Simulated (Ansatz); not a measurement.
Two isomers of CH7NSSi2: A = `C[Si@@H]1S[Si@@H]1N`, B = `N=C([SiH3])S[SiH3]`.

Computed with Ansatz on PBE0-D4/def2-TZVP structures; ΔE is electronic, products minus reactants. CCSD(T)/CBS is the MP2 limit (def2-TZVPP, def2-QZVPP) plus CCSD(T) − MP2 in def2-TZVPP, frozen cores. Functionals use def2-TZVPP. B3LYP here is the variant with VWN-RPA as its local correlation; programs differ in this. Each species was taken in one conformer, which may not be the lowest.

Task: Which is lower in electronic energy at CCSD(T)/CBS, and by how much? (Best estimate.)

Result: Ansatz gave: A, by 60.8 kcal/mol.

Task: Give E(B) − E(A) in kcal/mol with PBE-D4, PBE0-D4, MP2/def2-TZVPP, B3LYP-D4, ωB97M-V, r2SCAN-D4, B2PLYP. (Estimate.)

Result: Ansatz gave: PBE-D4 59.9, PBE0-D4 64.1, MP2/def2-TZVPP 62.4, B3LYP-D4 55.8, ωB97M-V 60.7, r2SCAN-D4 62.2, B2PLYP 58.3. None reverses the order clearly.

Largest T1 diagnostic: 0.014.

The D4 term adds −0.8 kcal/mol with B3LYP and −0.4 kcal/mol with PBE0; it sums over pairs of atoms, weighted by their polarisabilities, and B3LYP, whose exchange is more repulsive, gets the larger term. In def2-TZVPP, CCSD(T) changes the Hartree–Fock value by +2.7 kcal/mol (the triples alone add −0.7 kcal/mol) and MP2 by +6.9 kcal/mol.
